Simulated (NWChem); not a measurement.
Species: InHClF; SMILES [F][InH][Cl]

All runs: NWChem. Medium grid unless said otherwise, to which SCAN and Minnesota functionals are sensitive. Structure relaxed at the PBE-D3(BJ)/def2-SVP level. def2 effective core potentials on In; no spin-orbit coupling. Total energies of different functionals are on different scales.

```
level                                 energy (Ha)  highest occupied level (eV)  orbital gap (eV)  dipole (D)
------------------------------------  -----------  ---------------------------  ----------------  ----------
B3LYP/def2-SVP                          -750.6908                        -8.49              6.30        2.97
PBE/def2-SVP                            -750.3267                        -7.37              4.59        2.79
N12/def2-SVP                            -751.0637                        -7.23              4.50        2.97
M06-2X/def2-SVP                         -750.4961                       -10.19              8.84        3.19
r2SCAN/def2-SVP                         -750.6123                        -7.78              5.20        3.04
M06-L/def2-SVP                          -750.7540                        -7.67              5.15        3.12
PBE0/def2-SVP                           -750.3633                        -8.83              6.94        3.09
MN15-L/def2-SVP                         -749.7944                        -8.00              5.53        3.02
LDA (Slater exchange, PW92)/def2-SVP    -748.1536                   (withheld)              4.47  (withheld)
PW91/def2-SVP                           -750.6507                        -7.43              4.56        2.80
```

**Question.** What belongs in the gaps?

**Answer.** 
- LDA (Slater exchange, PW92)/def2-SVP, highest occupied level (eV): -7.48
- LDA (Slater exchange, PW92)/def2-SVP, dipole (D): 2.87
